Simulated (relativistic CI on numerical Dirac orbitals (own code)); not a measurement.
## Ligand-field terms of d3

Computed with a parametric ligand-field model of a d^n configuration (Racah B and C, spin-orbit zeta, crystal field), exact diagonalisation.

Field parameters in Wybourne normalisation: Oh B⁴₀ = 21Dq, B⁴₄ = √(5/14) B⁴₀; Td as Oh with Dq negative (B⁴₀ = 21Dq, B⁴₄ = √(5/14) B⁴₀). The field is a parameter set, without covalency.

Task: Lowest levels for B = 380, C = 1740, ζ = 4350 cm⁻¹, Td, 10Dq = -11400 cm⁻¹?

Result: Γ8 0 (S 1.04), Γ7 8138 (S 1.47), Γ8 10155 (S 1.26), Γ8 11026 (S 1.21), Γ6 13033 (S 1.19), Γ8 13885 (S 0.99), Γ7 14480 (S 0.84), Γ6 15382 (S 0.95), Γ6 16242 (S 0.83) cm⁻¹, with S from ⟨S²⟩ = S(S + 1). The ground level has 2.24 electrons in the cubic e pair.

Task: Lowest levels for B = 970, C = 3920, ζ = 830 cm⁻¹, Oh, 10Dq = 12250 cm⁻¹?

Result: Γ8 0 (S 1.50), Γ7 11994 (S 1.50), Γ8 12117 (S 1.49), Γ8 12336 (S 1.49), Γ6 12520 (S 1.49), Γ8 18386 (S 0.67), Γ8 18717 (S 0.86), Γ7 19175 (S 1.49), Γ6 19386 (S 0.80) cm⁻¹, with S from ⟨S²⟩ = S(S + 1). The ground level has 0.01 electrons in the cubic e pair.

Task: Lowest levels for B = 300, C = 1320, ζ = 420 cm⁻¹, Td, 10Dq = -7500 cm⁻¹?

Result: Γ8 0 (S 0.73), Γ7 1232 (S 1.50), Γ8 1410 (S 1.39), Γ8 1678 (S 1.47), Γ6 1929 (S 1.50), Γ6 6693 (S 0.54), Γ8 6853 (S 0.59), Γ7 6929 (S 0.61), Γ8 7079 (S 0.68) cm⁻¹, with S from ⟨S²⟩ = S(S + 1). The ground level has 2.78 electrons in the cubic e pair; its S is far from a half-integer, so spin-orbit coupling mixes spin states.

Task: Lowest levels for B = 780, C = 3340, ζ = 520 cm⁻¹, Td, 10Dq = -5950 cm⁻¹?

Result: Γ8 0 (S 1.50), Γ7 112 (S 1.50), Γ8 690 (S 1.50), Γ6 1093 (S 1.50), Γ7 5412 (S 1.50), Γ8 5462 (S 1.50), Γ6 5761 (S 1.50), Γ8 5817 (S 1.50), Γ8 10143 (S 0.51) cm⁻¹, with S from ⟨S²⟩ = S(S + 1). The ground level has 1.89 electrons in the cubic e pair.

Task: Lowest levels for B = 560, C = 2290, ζ = 230 cm⁻¹, Oh, 10Dq = 30700 cm⁻¹?

Result: Γ8 0 (S 1.50), Γ8 11313 (S 0.50), Γ8 11680 (S 0.50), Γ6 11720 (S 0.50), Γ8 18151 (S 0.50), Γ7 18231 (S 0.50), Γ7 30609 (S 1.50), Γ8 30666 (S 1.50), Γ8 30760 (S 1.50) cm⁻¹, with S from ⟨S²⟩ = S(S + 1). The ground level has 0.00 electrons in the cubic e pair.
